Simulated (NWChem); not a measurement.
A series in which one site is exchanged, each optimised at PBE0/def2-SVP with NWChem, gas phase unless a solvent is named. For some, no frequency run checked for a minimum. def2 effective core potentials on I, Hf; no spin-orbit coupling.

A: [TiH3][I] (TiH$_{3}$I; site = Ti)
B: [HfH3][I] (HfH3I; site = Hf)
C: I[SiH3] (SiH$_{3}$I; site = Si)
D: [GeH3][I] (GeH3I; site = Ge)

Values for A:

```
Quantity                                               Result
-----------------------------------------------------  ------
dipole (D), PBE0/def2-SVP                                0.36
vertical ionisation energy, ΔSCF, B3LYP/def2-SVP (eV)   10.51
static polarisability, B3LYP/def2-SVPD (bohr³)           80.8
lowest singlet excitation, B3LYP/def2-SVPD, TDA (eV)     3.21
```

Problem. How do these values change for the other members?

Solution. 
```json
[
 {"change from A": "dipole (D), PBE0/def2-SVP", "B": "+0.06", "C": "+0.94", "D": "+1.35"},
 {"change from A": "vertical ionisation energy, ΔSCF, B3LYP/def2-SVP (eV)", "B": "-0.30", "C": "-0.52", "D": "-0.71"},
 {"change from A": "static polarisability, B3LYP/def2-SVPD (bohr³)", "B": "+3.0", "C": "-15.7", "D": "-11.3"},
 {"change from A": "lowest singlet excitation, B3LYP/def2-SVPD, TDA (eV)", "B": "+1.04", "C": "+2.06", "D": "+1.62"}
]
```
